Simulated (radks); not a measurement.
All-electron atom: Li in [He] 5s1 (not the ground configuration).

All-electron calculation, Dirac Kohn-Sham, PBE, spin-unpolarised, spherical densities, point nucleus. Program: a radial shooting solver on a logarithmic mesh with Libxc functionals.

Energy parts (eV):
part                    energy
total                 -198.248
kinetic                197.137
electron-nucleus      -441.839
Hartree                 92.223
exchange-correlation   -45.769

Orbitals (lengths in bohr, moments of r in powers of bohr; <r^-3> diverges for s and p1/2):
orbital  occ.  eigenvalue (eV)    <r^4>  <r^-3>    <1/r>  small-component weight
1s1/2       2         -59.1337   0.5820       -    2.682                9.60e-05
5s1/2       1          -0.4972  1123000       -  0.04937                8.04e-07

The highest occupied level is 5s1/2 at -0.497 eV. Summed over all electrons, <r^2> = 938.1 bohr^2, which gives a Langevin (diamagnetic) susceptibility term of -743 x 10^-6 cm^3/mol.
